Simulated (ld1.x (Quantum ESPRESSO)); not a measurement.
# PBE TM dataset for Sb, non-relativistic all-electron reference.

ld1.x (Quantum ESPRESSO) 7.5 input, shortened:

```
&input
   title='Sb', zed=51., rel=0, dft='PBE', iswitch=3,
   config='[Kr] 4d10 5s2 5p3'
 /
 &inputp
   pseudotype=2, tm=.true., lloc=1,
   nlcc=.false.
 /
2
5S  1  0   2.00   0.00  1.70  1.70  0.0
5P  2  1   3.00   0.00  2.50  2.50  0.0
 &test
   configts(1)='5s2 5p3'
 /
```

Poles of the logarithmic derivatives, all-electron (AE) and pseudo (PS). s: poles at 0.2 (AE) and 0.1, 2.6 (PS) Ry. p: poles at 1.3 (AE) and 1.2 (PS) Ry. Test radius 2.72 bohr.

* Cutoffs needed: 25 Ry and 60 Ry (the cutoffs (Ry, on a coarse ladder) from which the occupation-weighted sum of valence levels, in a spherical-Bessel basis at the reference potential, stays within 10 and 1 mRy of its value at 400 Ry)
* Ghost test: no extra level below or beside the all-electron valence levels (s, p, d, f tested) (spherical-Bessel basis up to 400 Ry, 20 bohr box)
* Largest excitation error: +304 meV (all-electron minus pseudo) for 5s1 5p0, out of 7 test configurations
